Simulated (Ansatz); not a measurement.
System: 1,1-difluoro-1-methoxyethane, C3H6F2O, charge 0, multiplicity 1. 
Geometry from a B3LYP-D3(BJ)/def2-TZVP (Ansatz, an electronic-structure program) optimisation:
```xyz
12

C      1.6896    -1.0185     0.2085
O      0.9300     0.1437     0.5371
C     -0.3139     0.2409    -0.0185
C     -1.2971    -0.8555     0.3206
F     -0.7976     1.4389     0.3963
F     -0.2022     0.3290    -1.3935
H      1.2729    -1.9125     0.6787
H      1.7462    -1.1582    -0.8719
H      2.6865    -0.8408     0.6028
H     -2.2649    -0.6085    -0.1111
H     -1.3901    -0.9337     1.4027
H     -0.9645    -1.8081    -0.0871
```

Computed values are from Ansatz. Valence correlation only, unless marked. Open shells are spin-unrestricted. No spin-orbit coupling. Non-relativistic. CBS marks a two-point X^-3 extrapolation of the correlation energy; Hartree-Fock from the larger set. [CCSD(T)-MP2]/basis is that difference in the basis named.

```yaml
atomisation energy De: 1134.3 kcal/mol at RI-MP2/CBS(cc-pVTZ,cc-pVQZ)+[CCSD(T)-MP2]/cc-pVTZ
total_energy: -392.5176 Eh at RI-MP2/CBS(cc-pVTZ,cc-pVQZ)+[CCSD(T)-MP2]/cc-pVTZ
dipole_moment: 3.12 D at CCSD(T)/aug-cc-pVDZ
T1 diagnostic: 0.011 at CCSD/cc-pVTZ
```
